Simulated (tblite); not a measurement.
Compound: C7H2BrF3N2S.
Numbering: `[F:1][C:2]([F:3])([F:4])[c:5]1[cH:6][cH:7][c:8]([Br:9])[c:10]2[n:11][s:12][n:13][c:14]12` (hydrogens: H15 on C6; H16 on C7)

Computed with GFN2-xTB (tblite), gas phase: L-BFGS steps from a force-field or distance-geometry start until the largest atomic force falls under 0.01 eV/Å.

Step 3: E = -1180.6318 eV
```
atom  x, y, z in Å  |  force x, y, z in eV/Å
F1     -2.8219    1.0033   -0.7706    0.229  -0.031   0.010
C2     -2.3516    0.1206    0.1269    0.293   0.009  -0.065
F3     -3.0506   -1.0089   -0.0747    0.153  -0.036  -0.021
F4     -2.7359    0.5740    1.3286    0.220   0.010   0.025
C5     -0.8465   -0.1073    0.0152   -0.082   0.043   0.009
C6     -0.3241   -1.3478   -0.2694   -0.081  -0.084  -0.002
C7      1.0584   -1.5892   -0.3800   -0.060   0.029   0.040
C8      1.9848   -0.5899   -0.2110   -0.048  -0.034  -0.016
Br9     3.8497   -0.9824   -0.3754   -0.428   0.225   0.068
C10     1.5098    0.7048    0.0793   -0.035  -0.032  -0.010
N11     2.2057    1.8215    0.2801    0.179  -0.171  -0.041
S12     1.2033    3.0262    0.5789    0.035   0.093   0.023
N13    -0.1698    2.2203    0.4753   -0.247  -0.055  -0.011
C14     0.0826    0.9445    0.1949   -0.104  -0.033   0.001
H15    -0.9893   -2.1861   -0.4142   -0.025   0.021   0.001
H16     1.3878   -2.5946   -0.5953    0.002   0.046  -0.012
```

Step 4: E = -1180.6436 eV
```
atom  x, y, z in Å  |  force x, y, z in eV/Å
F1     -2.8152    1.0015   -0.7693    0.222   0.013  -0.038
C2     -2.3414    0.1200    0.1256    0.027   0.014  -0.006
F3     -3.0460   -1.0083   -0.0752    0.185  -0.029  -0.015
F4     -2.7295    0.5740    1.3277    0.239   0.001   0.022
C5     -0.8458   -0.1067    0.0146    0.013  -0.121  -0.015
C6     -0.3250   -1.3496   -0.2692   -0.098   0.056   0.026
C7      1.0546   -1.5888   -0.3784   -0.023  -0.005   0.016
C8      1.9793   -0.5892   -0.2111   -0.028  -0.059  -0.015
Br9     3.8367   -0.9755   -0.3733   -0.297   0.192   0.054
C10     1.5045    0.7026    0.0786    0.095   0.062   0.015
N11     2.2040    1.8176    0.2796    0.160  -0.095  -0.028
S12     1.2042    3.0278    0.5794   -0.016  -0.101  -0.017
N13    -0.1697    2.2176    0.4742   -0.215   0.019   0.011
C14     0.0832    0.9406    0.1948   -0.168   0.157   0.025
H15    -0.9886   -2.1839   -0.4139   -0.110  -0.080  -0.015
H16     1.3872   -2.5908   -0.5952    0.014  -0.026  -0.020
```

Problem. Estimate the geometry and energy of step 5. (The exact step hangs on the optimiser's Hessian estimate; all steps are aligned on step 4, rigid shifts and turns removed.)

Solution. E = -1180.6558 eV, largest force 0.265 eV/Å
```
atom  x, y, z in Å  |  force x, y, z in eV/Å
F1     -2.8031    0.9999   -0.7687    0.181   0.072  -0.092
C2     -2.3297    0.1194    0.1244   -0.182   0.001   0.042
F3     -3.0369   -1.0082   -0.0761    0.159  -0.035  -0.008
F4     -2.7173    0.5739    1.3270    0.221   0.002   0.036
C5     -0.8445   -0.1086    0.0135    0.089  -0.068   0.006
C6     -0.3276   -1.3503   -0.2685   -0.083  -0.033   0.004
C7      1.0490   -1.5896   -0.3766    0.052   0.037   0.000
C8      1.9724   -0.5884   -0.2112   -0.119  -0.115  -0.012
Br9     3.8164   -0.9639   -0.3698   -0.047   0.126   0.027
C10     1.4999    0.7009    0.0780    0.096   0.140   0.040
N11     2.2046    1.8120    0.2786    0.064   0.024  -0.001
S12     1.2046    3.0270    0.5795   -0.046  -0.227  -0.045
N13    -0.1731    2.2156    0.4732   -0.107   0.091   0.029
C14     0.0812    0.9391    0.1950   -0.149   0.218   0.022
H15    -0.9903   -2.1833   -0.4140   -0.150  -0.116  -0.018
H16     1.3868   -2.5867   -0.5955    0.021  -0.118  -0.031
```

The energy changes by -0.0122 eV. The first-order estimate −F·Δx gives -0.0178 eV and the mean of the old and new forces, exact on a quadratic surface, -0.0122 eV. The step makes an angle of 44° with the force vector and moves no atom by more than 0.024 Å.

What follows is the cost of the whole relaxation. Hardware: Intel Xeon Platinum 8375C at 2.90 GHz, 2 threads, shared host. Cost: 0.59 s wall, 1.2 s CPU.
